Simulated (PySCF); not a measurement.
## A PySCF run on LiBe⁺

State: ¹Σ⁺ (singlet), closed shell.

An equivalent input (the run itself took its basis sets from the Basis Set Exchange, started from a PBE0 density and held the occupation σ 3α 3β):

```python
from pyscf import gto, dft
mol = gto.M(atom='Li 0 0 0; Be 0 0 2.627', basis={'Li': 'def2-SVPD', 'Be': 'def2-SVPD'},
            charge=1, spin=0, verbose=4, symmetry='C2v')
mf = dft.UKS(mol, xc='PBE_R,PBE')
mf.grids.atom_grid = (80, 434)
mf.grids.prune = dft.gen_grid.treutler_prune
mf.irrep_nelec = {'A1': (3, 3)}
mf.conv_tol = 1e-9
mf.max_cycle = 60
mf.diis_space = 10
mf.kernel()
```

The log (some set-up lines and the per-cycle HOMO/LUMO lines removed):

```
******** <class 'pyscf.dft.uks_symm.SymAdaptedUKS'> ********
method = SymAdaptedUKS
damping factor = 0
level_shift factor = 0
DIIS = <class 'pyscf.scf.diis.CDIIS'>
diis_start_cycle = 1
diis_space = 10
diis_damp = 0
SCF conv_tol = 1e-09
SCF conv_tol_grad = None
SCF max_cycles = 60
number electrons alpha = 3  beta = 3
Set gradient conv threshold to 3.16228e-05
init E= -21.9466860619263
cycle= 1 E= -21.9467360793961  delta_E= -5e-05  |g|= 0.00172  |ddm|= 0.0391
cycle= 2 E= -21.9467328433249  delta_E= 3.24e-06  |g|= 0.00195  |ddm|= 0.0146
cycle= 3 E= -21.9467442397328  delta_E= -1.14e-05  |g|= 5.54e-05  |ddm|= 0.00771
cycle= 4 E= -21.946744248746  delta_E= -9.01e-09  |g|= 4.06e-06  |ddm|= 0.000294
cycle= 5 E= -21.9467442487754  delta_E= -2.94e-11  |g|= 2.72e-07  |ddm|= 2.87e-05
Extra cycle  E= -21.9467442487753  delta_E= 6.39e-14  |g|= 2.86e-07  |ddm|= 2.95e-06
converged SCF energy = -21.9467442487753  <S^2> = -4.4408921e-16  2S+1 = 1
```

Repeating this along the bond gives Re = 2.649 Å and ωe = 312 cm⁻¹.

A point of this curve took 0.094 CPU seconds beside 0.0069 for the integrals (shared host).

Closed-shell solutions of metal pairs were not tested for spin polarisation, which can lower them a little.
